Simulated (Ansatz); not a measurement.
`BSBC`, relaxed with RKS PBE0-D4/def2-TZVP in the Gaussian-basis code of Ansatz from a PBE-D4/def2-SVP geometry. The force threshold is 0.005 eV/Å; the program also tests the step.

The species carries charge 0 and has multiplicity 1.

Start:

```xyz
10

B     1.873   -0.738    1.396
S     1.190    0.597    0.394
B    -0.416   -0.066   -0.190
C    -1.333    0.792   -1.116
H     1.260   -1.774    1.543
H     2.957   -0.538    1.902
H    -0.723   -1.187    0.166
H    -1.483    0.242   -2.073
H    -0.972    1.813   -1.348
H    -2.352    0.858   -0.673
```

Problem. By how much does the energy fall, and how many steps does the optimiser take? (Best estimate.)

Solution. Ansatz gave: 3.49 kJ/mol, in 7 steps, 1 of them rejected.

Problem. Which bonds change most? (Best estimate.)

Solution. The calculation gave: B1–H5 from 1.212 to 1.191 Å; B3–H7 from 1.216 to 1.195 Å; B1–H6 from 1.213 to 1.192 Å; S2–B3 from 1.832 to 1.815 Å.

Problem. Give the relaxed structure. (Best estimate.)

Solution. Ansatz gave: 
```xyz
10

B     1.855   -0.730    1.386
S     1.180    0.597    0.394
B    -0.405   -0.067   -0.191
C    -1.326    0.781   -1.109
H     1.253   -1.749    1.518
H     2.917   -0.543    1.896
H    -0.700   -1.172    0.155
H    -1.489    0.239   -2.050
H    -0.963    1.782   -1.343
H    -2.321    0.862   -0.656
```
